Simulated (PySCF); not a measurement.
Species: C₉H₁₁OP.
SMILES with atom numbers: `[O:1]=[P@H:2]1[CH2:3][C@@H:4]([c:5]2[cH:6][cH:7][cH:8][cH:9][cH:10]2)[CH2:11]1`

Probes without a nucleus sit at each ring's centroid and 1 Å off its mean plane on both sides; NICS is minus the shielding there, NICSzz its component along the normal. Level: GIAO PBE0/pcSseg-1 (PySCF, non-relativistic, gas phase) on the GFN2-xTB geometry, one conformer.

Rings: 1. P2–C3–C4–C11; 2. C5–C6–C7–C8–C9–C10.

| set | NICS(0) | NICS(1), two faces | NICS(1)zz, two faces |
| --- | --- | --- | --- |
| P | -8.6 | -11.3 / -11.3 | -28.1 / -28.1 |
| Q | -2.4 | -0.3 / -3.3 | 3.5 / -2.0 |

Question: Which set (ppm) belongs to which ring?

Answer: P = 2, Q = 1.
- 1 (4-membered ring with P; formal bonds all single): mean NICS(1)zz 0.7 ppm, near zero. P2, C3, C4, C11 have four or more neighbours; no verdict on aromaticity is drawn.
- 2 (6-membered carbocycle; formal bonds all aromatic): mean NICS(1)zz -28.1 ppm, shielded. The ring is flat and has no four-coordinate atom; by the NICS criterion it is aromatic.

Question: How do the rings differ in shape?

Answer: 
| ring | bond lengths (Å) | rms pucker (Å) | HOMA | nearest outside atom to a NICS(1) probe (Å) |
| --- | --- | --- | --- | --- |
| 1 | 1.841, 1.551, 1.551, 1.841 | 0.10 | – | hydrogen 1.44 |
| 2 | 1.391, 1.383, 1.385, 1.384, 1.384, 1.389 | 0.00 | 1.00 | hydrogen 2.66 |

HOMA = 1 − mean of α(R − Ropt)² over the ring bonds, with Krygowski's 1993 parameters (CC: Ropt 1.388 Å, α 257.7 Å⁻²). A dash marks a ring with a four-coordinate atom, a triple bond, no multiple bond or a kind of bond without parameters.

Hardware: AMD EPYC 7R43, one thread, no GPU, on a shared host. Cost: 61 s of wall time, 1.2 GiB resident at most. This is the whole shielding run at PBE0/pcSseg-1, SCF included.

The values belong to the conformer `[O:1]=[P@H:2]1[CH2:3][C@@H:4]([c:5]2[cH:6][cH:7][cH:8][cH:9][cH:10]2)[CH2:11]1`: C3–C4–C5–C6 56°.
